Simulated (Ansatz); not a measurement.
C$_{3}$H$_{8}$BF$_{2}$N, SMILES `CCN(C)B(F)F`, relaxed with RKS PBE-D4/def2-SVP in Ansatz from a rough embedded geometry. The force threshold is 0.03 eV/Å; the program also tests the step.

Total charge 0; spin multiplicity 1.

Start:

```xyz
15

C     0.715   -0.342   -1.873
C    -0.380   -0.094   -0.810
N     0.108   -0.323    0.588
C    -1.125   -0.409    1.469
B     0.962    0.862    1.033
F     0.424    2.218    1.120
F     2.320    0.653    1.406
H     1.100   -1.382   -1.658
H     0.335   -0.263   -2.828
H     1.558    0.394   -1.706
H    -0.768    0.953   -0.953
H    -1.222   -0.779   -1.039
H    -1.699    0.424    1.487
H    -0.686   -0.579    2.557
H    -1.642   -1.333    1.205
```

```tsv
step	energy (eV)	largest force (eV/Å)	largest move (Å)
1	-10823.6302	6.345	0.000
2	-10824.5703	1.856	0.127
3	-10824.6593	1.676	0.151
4	-10824.7519	0.459	0.107
5	-10824.8051	0.304	0.173
6	-10824.8588	0.763	0.195
7	-10824.9256	1.285	0.197
8	-10825.0444	1.103	0.195
9	-10825.1790	0.844	0.200
10	-10825.2805	0.698	0.200
11	-10825.3774	0.591	0.195
12	-10825.4590	0.397	0.200
13	-10825.5143	0.227	0.200
14	-10825.5407	0.080	0.200
15	-10825.5438	0.030	0.075
16	-10825.5442	0.005	0.016
```

End:

```xyz
15

C     0.765   -0.181   -1.815
C    -0.383   -0.286   -0.818
N    -0.100    0.093    0.566
C    -1.263   -0.043    1.431
B     1.119    0.555    1.103
F     1.209    0.868    2.411
F     2.242    0.711    0.381
H     1.617   -0.831   -1.539
H     0.400   -0.499   -2.812
H     1.145    0.854   -1.904
H    -1.237    0.337   -1.178
H    -0.769   -1.334   -0.815
H    -2.099    0.606    1.085
H    -1.006    0.242    2.467
H    -1.638   -1.091    1.436
```

It took 31 s on 4 threads of an Arm Neoverse V1 on a shared host, with 0.18 GiB of host memory at the peak.
